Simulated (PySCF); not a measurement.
(2R)-1,1-difluoro-2-methylcyclopropane (C₄H₆F₂), SMILES C[C@@H]1CC1(F)F.

Geometry: PBE-D3(BJ)/def2-SVP.

The numbers are results of r2SCAN/def2-TZVP (PySCF), not measurements.

The molecule is in vacuum.

**Question.** Estimate the frontier levels, gap, dipole moment and polarisability. (An estimate is asked for; the answer gives what the named calculation found.)

**Answer.** 
```json
{
 "highest_occupied_level": "-6.87 eV",
 "lowest_empty_level": "1.01 eV",
 "orbital_gap": "7.87 eV",
 "dipole_moment": "2.25 D",
 "quadrupole, principal values (traceless, Buckingham form, about the centre of nuclear charge)": "-2.74, -0.08, 2.82 D·Å",
 "mean_static_polarisability": "48.5 bohr³ (7.19 Å³)",
 "polarisability_principal_values": "45.0, 47.0, 53.6 bohr³"
}
```
